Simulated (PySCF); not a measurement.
**Ir²⁺: excitation energy**

Ir²⁺ [Xe] 4f14 5d7 (4F) → Ir²⁺ [Xe] 4f14 5d6 6s1 (6D), as a difference of total energies. All numbers are calculated (PySCF 2.14, a scalar-relativistic core potential, in def2-TZVPPD with the def2 core potential (60 electrons) (6s5p3d2f1g, 59 functions)). Correlated levels: valence: 5s2 5p6 frozen; valence and next inner shell: nothing frozen outside the core potential. The calculations carry no spin-orbit coupling.

```json
{"method": "UHF", "excitation energy (eV)": "1.435"}
{"method": "LDA", "excitation energy (eV)": "1.475"}
{"method": "PBE", "excitation energy (eV)": "1.600"}
{"method": "PBE0", "excitation energy (eV)": "1.727"}
{"method": "r2SCAN", "excitation energy (eV)": "1.350"}
{"method": "wB97X", "excitation energy (eV)": "2.502"}
{"method": "PW91", "excitation energy (eV)": "1.615"}
{"method": "M06-L", "excitation energy (eV)": "2.430"}
{"method": "BP86", "excitation energy (eV)": "1.667"}
{"method": "MP2 (valence)", "excitation energy (eV)": "1.891"}
{"method": "SCS-MP2 (valence)", "excitation energy (eV)": "2.394"}
{"method": "MP2 (valence and next inner shell)", "excitation energy (eV)": "1.463"}
{"method": "SCS-MP2 (valence and next inner shell)", "excitation energy (eV)": "1.827"}
```

How much does correlation contribute at MP2 (valence and next inner shell)?

1.463 − (1.435) = 0.028 eV, measured against UHF.
